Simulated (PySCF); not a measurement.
Choosing a molecule for a target property.

Species are written as SMILES; each is one conformer at its optimised geometry, gas phase, non-relativistic unless stated; the electronic structure was computed with PySCF and density fitting.

Dipoles, sizes and rotational constants follow the conformer. The torsions of the flexible species, by atom-mapped SMILES:
- `[CH3:1][CH2:2][CH2:3][C@@H:4]([CH3:5])[F:6]`: C1–C2–C3–C4 180°, C2–C3–C4–C5 178°
- `[CH2:1]=[CH:2][C:3]1=[CH:4][P:5]1[P:6]([CH3:7])[CH3:8]`: C1–C2–C3–C4 177°, C4–P5–P6–C7 -154°
- `[SiH3:1][O:2][c:3]1[cH:4][n:5][cH:6][n:7][n:8]1`: Si1–O2–C3–C4 180°
- `[CH:1]#[C:2][CH2:3][P@@:4]([CH3:5])(=[O:6])[CH2:7][OH:8]`: C2–C3–P4–C5 56°, C3–P4–C7–O8 -173°, H–O8–C7–P4 47°
- `[CH3:1][C:2]#[C:3][SiH2:4][SiH2:5][SiH3:6]`: C3–Si4–Si5–Si6 58°
- `[O:1]=[CH:2][c:3]1[nH:4][n:5][n:6][c:7]1[SiH3:8]`: O1–C2–C3–N4 0°

Problem. Wanted: smallest rotational constant between 0.9 GHz and 1 GHz (GFN2-xTB) and electronic spatial extent ⟨r²⟩ about the centre of nuclear charge below 1700 bohr² (wB97X-D/def2-SVPD), at GFN2-xTB geometries. Which candidate meets both?
A. `[SiH2]([SiH3])[SiH2]C#CC`
B. `n1ncncc1O[SiH3]`
C. `CCC[C@@H](C)F`
D. `C#CC[P@@](C)(=O)CO`
E. `C=CC1=CP1P(C)C`

Solution. B. Computed values:
```csv
species,smallest rotational constant,electronic spatial extent ⟨r²⟩ about the centre of nuclear charge
[SiH2]([SiH3])[SiH2]C#CC,0.665 GHz,1763 bohr²
C=CC1=CP1P(C)C,0.781 GHz,1561 bohr²
n1ncncc1O[SiH3],0.955 GHz,1160 bohr²
C#CC[P@@](C)(=O)CO,1.075 GHz,1208 bohr²
CCC[C@@H](C)F,1.516 GHz,833 bohr²
```

Problem. Wanted: HOMO–LUMO gap between 10 eV and 12 eV (wB97X-D/def2-SVPD) and lowest singlet excitation above 6.3 eV (TDDFT wB97X-D/def2-SVPD), at GFN2-xTB geometries. Which candidate meets both?
A. `[SiH2]([SiH3])[SiH2]C#CC`
B. `CCC[C@@H](C)F`
C. `C=CC1=CP1P(C)C`
D. `n1ncncc1O[SiH3]`
E. `C#CC[P@@](C)(=O)CO`

Solution. E. Computed values:
```
                 species  HOMO–LUMO gap  lowest singlet excitation
          C=CC1=CP1P(C)C        7.87 eV                    3.93 eV
         n1ncncc1O[SiH3]        8.62 eV                    3.31 eV
[SiH2]([SiH3])[SiH2]C#CC       10.52 eV                    5.99 eV
      C#CC[P@@](C)(=O)CO       11.48 eV                    6.65 eV
           CCC[C@@H](C)F       13.25 eV                    9.12 eV
```

Problem. Wanted: dipole moment below 1.6 D (wB97X-D/def2-SVPD) and lowest triplet excitation (Tamm–Dancoff) below 4 eV (TDA wB97X-D/def2-SVPD), at GFN2-xTB geometries. Which candidate meets both?
A. `CCC[C@@H](C)F`
B. `C=CC1=CP1P(C)C`
C. `C#CC[P@@](C)(=O)CO`
D. `CC#C[SiH2][SiH2][SiH3]`

Solution. B. Computed values:
| species | dipole moment | lowest triplet excitation (Tamm–Dancoff) |
| --- | --- | --- |
| C=CC1=CP1P(C)C | 0.68 D | 2.88 eV |
| CC#C[SiH2][SiH2][SiH3] | 1.32 D | 5.11 eV |
| CCC[C@@H](C)F | 1.82 D | 9.00 eV |
| C#CC[P@@](C)(=O)CO | 3.48 D | 5.54 eV |

Problem. Wanted: static isotropic polarisability above 100 au (wB97X-D/def2-SVPD) and HOMO energy above -8 eV (wB97X-D/def2-SVPD), at GFN2-xTB geometries. Which candidate meets both?
A. `O=Cc1[nH]nnc1[SiH3]`
B. `C[C@@H](F)CCC`
C. `[SiH3]Oc1cncnn1`
D. `C=CC1=CP1P(C)C`
E. `C#CC[P@@](C)(=O)CO`
F. `[SiH2]([SiH2]C#CC)[SiH3]`

Solution. D. Computed values:
```csv
species,static isotropic polarisability,HOMO energy
C[C@@H](F)CCC,63.4 au,-10.80 eV
[SiH3]Oc1cncnn1,81.9 au,-9.00 eV
O=Cc1[nH]nnc1[SiH3],85.1 au,-10.12 eV
C#CC[P@@](C)(=O)CO,87.4 au,-9.52 eV
[SiH2]([SiH2]C#CC)[SiH3],123.8 au,-9.28 eV
C=CC1=CP1P(C)C,126.6 au,-7.58 eV
```
